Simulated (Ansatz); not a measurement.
An input meant for the cluster W₂O₆ (charge 0, singlet; atoms displaced at random, 0.08 Å in each coordinate).

```yaml
crystal:
  periodic: [true, true, true]
  atoms:
    - {symbol: W, position_ang: [-1.379868, -0.577345, -0.427170]}
    - {symbol: W, position_ang: [1.236908, 0.610152, 0.464253]}
    - {symbol: O, position_ang: [-2.592569, 0.589332, -1.134447]}
    - {symbol: O, position_ang: [2.497913, -0.287231, 1.149227]}
    - {symbol: O, position_ang: [0.453085, -0.195391, -1.050045]}
    - {symbol: O, position_ang: [1.706107, 2.255901, 0.374567]}
    - {symbol: O, position_ang: [-1.772215, -2.242554, -0.316214]}
    - {symbol: O, position_ang: [-0.548820, 0.094356, 1.136653]}
basis:
  gaussian: {orbitals: def2-TZVP, fitting: {mean_field: def2-universal-jkfit}}
hamiltonian: {xc: {name: PBE0}}
scf: {omitted_lower_state_checks: [starts]}
```

```sh
$ ansatz run in.yaml --threads 4 --pin off --events-out ev --progress --plain --max-ram 8704MiB
```

Problem. Predict how Ansatz answers.

Solution. The input was rejected before any iteration. The species is marked periodic without a cell.
```
Error: YAML parse error: error: line 2 column 3: crystal: missing field `lattice` (a structure is typed as `lattice` and `atoms`, a molecule's as `atoms` in Å alone, or read from a run's directory, `checkpoint`)
 --> <input>:2:3
1 | crystal:
2 |   periodic: [true, true, true]
3 |   atoms:
4 |     - {symbol: W, position_ang: [-1.379868, -0.577345, -0.427170]}
```
